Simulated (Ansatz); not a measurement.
Relaxed structures of AlSiH2OF, closed shell (PBE0-D4/def2-TZVP; forces vanish, vibrations not checked; lower isomers may exist, and structures with a doubtful reference or unclear bonds are left out; Å). Ansatz 0.2.0; basis: def2-TZVPP; cores frozen in the correlated methods.

(1) Rank them by CCSD(T) energy, lowest first, and give each one's height above the lowest. Links in brackets join atoms within 1.22 times the sum of their covalent radii (1.1 for two metals). (To be estimated.)
A.
AlSiH₂OF ([F][SiH]1[OH][Al]1)
```
6
angstrom
O 0.4153 -0.6467 -0.4938
Si -0.6284 0.6507 0.1314
Al -1.1270 -1.2081 -1.5639
F -0.7005 0.3168 1.7149
H 0.3284 1.8087 0.1019
H 1.3205 -0.8787 -0.2621
```
B.
AlSiH₂OF ([O][SiH][AlH][F])
```
6
angstrom
O -0.4027 -0.1623 -2.3562
Si -0.6862 0.4156 -0.9724
Al 0.6966 -0.4025 0.9067
F 0.1472 -0.0314 2.4170
H -1.7701 1.4274 -0.7507
H 2.0152 -1.2468 0.7556
```
C.
AlSiH₂OF ([F][AlH][O][SiH])
```
6
angstrom
O -0.4950 0.7008 -0.7883
Si -0.5488 1.9027 -1.8964
Al -0.5024 -0.4158 0.4671
F -1.9453 -0.7934 1.1558
H -0.7340 1.0178 -3.1493
H 0.8118 -1.0817 0.9859
```
D.
AlSiH₂OF ([F][SiH]1[O][AlH]1)
```
6
angstrom
O -0.2965 -0.7553 -0.7948
Si 0.3231 -0.4203 0.7101
Al -0.4922 0.9831 -0.8767
F -0.5502 -1.0167 1.9079
H -1.1072 1.8751 -2.0228
H 1.6884 -0.9470 0.9602
```

The T1 diagnostic stays at or below 0.021. The restricted Hartree–Fock reference is unstable towards an unrestricted one at one or more of these structures.

## Answers

(1) The calculation gives: C (0.00 kcal/mol), D (16.63 kcal/mol), A (31.73 kcal/mol), B (36.80 kcal/mol). Heights count from the lowest.

For scale, one of the runs: CCSD(T)/def2-TZVPP, 174 basis functions, launched by `ansatz run in.yaml --threads 2 --pin off --events-out ev --progress --plain --max-ram 4352MiB`. Time: 38 s of wall clock on 2 CPU threads of an Arm Neoverse V2; the host was shared. Peak host memory: 1.4 GiB.
